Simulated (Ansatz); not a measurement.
Input for Ansatz (development build ahead of 0.2.0):

```yaml
crystal:
  periodic: [false, false, false]
  atoms:
    - { symbol: Mn, position_ang: [0.0, 0.0, 0.0] }
    - { symbol: "N", position_ang: [0.0, 0.0, 1.64] }
basis:
  gaussian: { orbitals: def2-SVP }
magnetization:
  spin_polarized: true
  initial_magnetization: 4
hamiltonian:
  xc: hf
output:
  forces: true
```

The input is written out in the form of the current development build from the run's settings.

Results

```yaml
Converged: yes
Total_energy: -1203.97309 hartree
Spin_squared_of_the_determinant: 7.698
Stability_test: minimum
```

Forces (eV/Å):
```json
{"atom": "Mn1", "Fx": "0.000", "Fy": "0.000", "Fz": "-7.439"}
{"atom": "N2", "Fx": "0.000", "Fy": "0.000", "Fz": "7.439"}
```

Caution: another spin multiplicity may lie lower; the unrestricted determinant is a mixture of spin states.
